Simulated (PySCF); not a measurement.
How the method moves the HOMO and LUMO of `P[SiH](P)P`

Species: H₇P₃Si.
Cartesian coordinates in Å at the PBE0-D3(BJ)/def2-SVP level; atoms count from 1:
```
atom  x, y, z in Å
P1    -1.6609   -1.2168    0.4578
Si2   -0.0473   -0.1294   -0.7050
P3     2.0224   -0.8089   -0.0764
P4    -0.2525    2.1187   -0.5014
H5    -1.0734   -0.8966    1.7216
H6    -1.0190   -2.4920    0.3783
H7    -0.2190   -0.4756   -2.1492
H8     2.6990    0.2606   -0.7431
H9     1.9551   -0.1114    1.1702
H10   -1.6767    2.1232   -0.6330
H11   -0.2917    2.0610    0.9269
```

Basis pcSseg-2 throughout (PySCF), one geometry. Geometry: PBE0-D3(BJ)/def2-SVP, one conformer, isolated molecule.

Q: How do the orbital energies, the gap and the dipole change with the method?

A: 
| method | kind | HOMO (eV) | LUMO (eV) | gap (eV) | μ (D) | SCF cycles |
| --- | --- | --- | --- | --- | --- | --- |
| BLYP | GGA | -6.22 | -1.27 | 4.94 | 0.50 | 12 |
| B97-D | GGA | -6.34 | -1.30 | 5.04 | 0.55 | 13 |
| PBE | GGA | -6.39 | -1.41 | 4.99 | 0.60 | 13 |
| OPBE | GGA | -6.40 | -1.28 | 5.13 | 0.70 | 14 |
| KT2 | GGA | -6.44 | -1.46 | 4.98 | 0.58 | 14 |
| KT3 | GGA | -6.45 | -1.40 | 5.05 | 0.56 | 14 |
| BP86 | GGA | -6.48 | -1.46 | 5.02 | 0.58 | 12 |
| LDA | LDA | -6.49 | -1.59 | 4.90 | 0.64 | 13 |
| B97-2 | global hybrid | -7.21 | -0.61 | 6.60 | 0.59 | 12 |
| B3LYP | global hybrid | -7.22 | -0.80 | 6.42 | 0.51 | 12 |
| PBE0 | global hybrid | -7.44 | -0.60 | 6.84 | 0.60 | 12 |
| mPW1PW91 | global hybrid | -7.46 | -0.59 | 6.86 | 0.59 | 12 |
| BHandHLYP | global hybrid | -8.34 | 0.24 | 8.59 | 0.50 | 11 |
| CAM-B3LYP | range-separated hybrid | -8.65 | 0.37 | 9.02 | 0.52 | 12 |
| wB97X-D | range-separated hybrid | -9.22 | 1.05 | 10.27 | 0.57 | 12 |
| HF | Hartree–Fock | -9.81 | 2.28 | 12.09 | 0.49 | 10 |
| LC-wPBE | range-separated hybrid | -9.97 | 1.45 | 11.42 | 0.62 | 12 |

The HOMO spans 3.76 eV, from BLYP down to LC-wPBE, and the gap runs from 4.90 eV (LDA) to 12.09 eV (HF). Over the methods BLYP (0 %), B97-D (0 %), PBE (0 %), OPBE (0 %), KT2 (0 %), KT3 (0 %), BP86 (0 %), LDA (0 %), B97-2 (21 %), B3LYP (20 %), PBE0 (25 %), mPW1PW91 (25 %), BHandHLYP (50 %), HF (100 %), a straight line through the gap against the share of exact exchange rises by 0.71 eV for each 10 % (correlation coefficient 0.999). The dipole ranges from 0.49 D (HF) to 0.70 D (OPBE). This basis has no diffuse functions.
